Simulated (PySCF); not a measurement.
## Magnetic susceptibility: `C=[CH][Al@H-]([CH3])[N+]#C[SiH3]`, C₄H₁₀AlNSi

Molfile (atoms numbered from 1):
```
C4H10AlNSi
     RDKit          3D

 17 16  0  0  0  0  0  0  0  0999 V2000
   -1.2840   -2.2265   -0.7669 C   0  0  0  0  0  0  0  0  0  0  0  0
   -0.6970   -1.4940    0.1775 C   0  0  0  0  0  0  0  0  0  0  0  0
   -1.1988    0.4189    0.5375 Al  0  0  2  0  0  4  0  0  0  0  0  0
   -2.4716    1.3930   -0.6477 C   0  0  0  0  0  0  0  0  0  0  0  0
    0.6597    0.9968    0.1933 N   0  0  0  0  0  0  0  0  0  0  0  0
    1.7879    0.8167    0.3379 C   0  0  0  0  0  0  0  0  0  0  0  0
    3.6100    0.4449    0.5596 Si  0  0  0  0  0  4  0  0  0  0  0  0
   -2.0249   -1.7955   -1.4261 H   0  0  0  0  0  0  0  0  0  0  0  0
   -1.0703   -3.2765   -0.9416 H   0  0  0  0  0  0  0  0  0  0  0  0
    0.0473   -2.0132    0.7921 H   0  0  0  0  0  0  0  0  0  0  0  0
   -1.0965    0.8333    2.0445 H   0  0  0  0  0  0  0  0  0  0  0  0
   -2.8658    2.2949   -0.1653 H   0  0  0  0  0  0  0  0  0  0  0  0
   -3.3454    0.7841   -0.9100 H   0  0  0  0  0  0  0  0  0  0  0  0
   -2.0370    1.7222   -1.5991 H   0  0  0  0  0  0  0  0  0  0  0  0
    3.8300   -0.8502   -0.0778 H   0  0  0  0  0  0  0  0  0  0  0  0
    3.8386    0.4303    2.0005 H   0  0  0  0  0  0  0  0  0  0  0  0
    4.3109    1.5329   -0.1184 H   0  0  0  0  0  0  0  0  0  0  0  0
  1  2  2  0
  2  3  1  0
  3  4  1  0
  3  5  1  0
  5  6  3  0
  6  7  1  0
  1  8  1  0
  1  9  1  0
  2 10  1  0
  3 11  1  1
  4 12  1  0
  4 13  1  0
  4 14  1  0
  7 15  1  0
  7 16  1  0
  7 17  1  0
M  CHG  2   3  -1   5   1
M  END
```

Method used: GIAO KT3/pcSseg-1 magnetisability, rotational g tensor and spin-rotation constants, non-relativistic, gas phase (PySCF 2.14.0). Geometry: GFN2-xTB.

(1) How diamagnetic is it, and how anisotropic?

(2) Split it along the inertial axes a, b, c into diamagnetic and paramagnetic parts about the centre of mass, with the quadrupole moment.

(3) And the rotational g tensor?

## Answers

(1) Isotropic -1270 × 10⁻³⁰ J/T², or -76.5 × 10⁻⁶ cm³/mol; principal values -1413, -1211, -1186 × 10⁻³⁰ J/T², anisotropy 215 × 10⁻³⁰ J/T² (root of half the summed squared differences of the principal values). The susceptibility is in cgs units.

(2) 
| axis | χ (10⁻⁶ cm³/mol) | diamagnetic (10⁻⁶ cm³/mol) | paramagnetic (10⁻⁶ cm³/mol) | summed x² of all electrons (Å²) | quadrupole Θ (D Å) |
| --- | --- | --- | --- | --- | --- |
| a | -82.9 | -609.9 | 527.0 | 363.9 | +16.07 |
| b | -71.7 | -1682.8 | 1611.1 | 111.0 | -7.20 |
| c | -74.8 | -2014.6 | 1939.9 | 32.8 | -8.87 |

Anisotropies 2χaa − χbb − χcc = -19.3 and 2χbb − χaa − χcc = +14.2 × 10⁻⁶ cm³/mol. Θ is traceless in Buckingham's convention.

(3) 
```tsv
axis	rotational constant (GHz)	g	nuclear part	electronic part
a	2.6265	-0.0330	0.6172	-0.6502
b	0.7693	-0.0088	0.5735	-0.5823
c	0.6368	-0.0060	0.5743	-0.5804
```
Asymmetric top; isotopes 27Al, 12C, 1H, 14N, 28Si; no vibrational averaging.
